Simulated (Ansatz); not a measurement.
Basis-set series for `F[SiH][SiH](F)F` radical. Total charge 0; spin multiplicity 2. The structure was optimised at the PBE0-D4/def2-TZVP level. It is one conformer, not always the lowest.

| functional | basis | functions | energy (Eh) | HOMO (eV) | LUMO (eV) |
| --- | --- | --- | --- | --- | --- |
| PBE0-D4 | def2-TZVPP | 205 | -879.48798 | -6.68 | -3.08 |
| PBE0-D4 | def2-QZVPP | 371 | -879.52531 | -6.70 | -3.11 |
| ωB97M-V | def2-TZVPP | 205 | -879.89928 | -8.38 | -1.43 |
| ωB97M-V | def2-QZVPP | 371 | -879.93421 | -8.42 | -1.50 |

Problem. Give the rows for def2-SVP. (Best estimate.)

Solution. Computed: 
| functional | basis | functions | energy (Eh) | HOMO (eV) | LUMO (eV) |
| --- | --- | --- | --- | --- | --- |
| PBE0-D4 | def2-SVP | 88 | -878.88533 | -6.59 | -3.05 |
| ωB97M-V | def2-SVP | 88 | -879.29043 | -8.28 | -1.33 |

HOMO and LUMO are taken over both spins.
